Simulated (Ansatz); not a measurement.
Geometry optimisation, UKS LDA/def2-TZVP (Ansatz 0.2.0).

input.yaml

```yaml
crystal:
  periodic: [false, false, false]
  atoms:
    - { symbol: Si, position_ang: [-0.0382, -1.4529, -0.1868] }
    - { symbol: Ge, position_ang: [0.2724, 0.8722, -0.1066] }
    - { symbol: H, position_ang: [0.1347, -1.9954, 1.1106] }
    - { symbol: H, position_ang: [-1.4063, -1.6546, -0.5939] }
    - { symbol: H, position_ang: [1.73767, 1.19578, 0.32893] }
    - { symbol: H, position_ang: [-0.01533, 1.51711, -1.49236] }
    - { symbol: H, position_ang: [-0.73184, 1.46197, 0.96286] }
magnetization:
  spin_polarized: true
  initial_magnetization: 1
basis:
  gaussian: { orbitals: def2-TZVP }
hamiltonian:
  xc: lda
relax:
  f_tol: 0.015
  max_steps: 40
output:
  orbitals: {}
```

Command:

```bash
$ ansatz run input.yaml --threads 2 --pin off --max-ram 3072MiB --backend cpu --events-out ev --progress --plain --runs-dir out
```

Task: Where does it end, and by what steps?

Result: It converged. The force dipped under the threshold on the way, but the program's further checks kept it going. After 5 steps the energy has fallen by 0.149 eV; H7 moved furthest, 0.16 Å.

```tsv
step	energy less start (eV)	largest force component (eV/Å)	accepted
0	0.0000	1.476	yes
1	-0.1236	0.368	yes
2	-0.1457	0.059	yes
3	-0.1467	0.138	yes
4	-0.1487	0.011	yes
5	-0.1488	0.008	yes
```

```xyz
7
Properties=species:S:1:pos:R:3
Si -0.087 -1.406 -0.168
Ge 0.258 0.907 -0.079
H 0.192 -2.103 1.130
H -1.452 -1.786 -0.659
H 1.713 1.204 0.328
H 0.004 1.525 -1.465
H -0.675 1.604 0.936
```

Whether the end is a true minimum wasn't checked by a vibrational analysis.

The run took 14 s on 2 threads of Arm Neoverse N1, on a shared host, peak memory 0.2 GiB.
